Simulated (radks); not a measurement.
Task: Coherent X-ray form factor from a spherical all-electron density. Calculated with a radial shooting solver on a logarithmic mesh with Libxc functionals: Dirac Kohn-Sham, LB94 model potential, spin-unpolarised, spherical densities, finite nucleus; Fermi nuclear charge, rms radius of each element as measured or else 0.836 A^(1/3) + 0.57 fm.

sin(theta)/lambda (1/angstrom),f0 (electrons)
0.05,33.942
0.1,33.769
0.15,33.485
0.2,33.096
0.25,32.609
0.3,32.033
0.4,30.658
0.5,29.065
0.6,27.349
0.8,23.879
1,20.721
1.25,17.443
1.5,14.805
2,10.738

The species is in the configuration that NIST lists as its ground one. Which atom or ion scatters so?

Result: The samarium ion Sm28+, [Ar] 3d10 4s2 4p4. Extrapolating in s^2 from the first two rows gives f0(0) = 34.0, near the electron count 34; among species with that count, the fall with angle is slower the higher Z, and the table is that of Z = 62; from so few rows the species is fixed only to a neighbour or two.
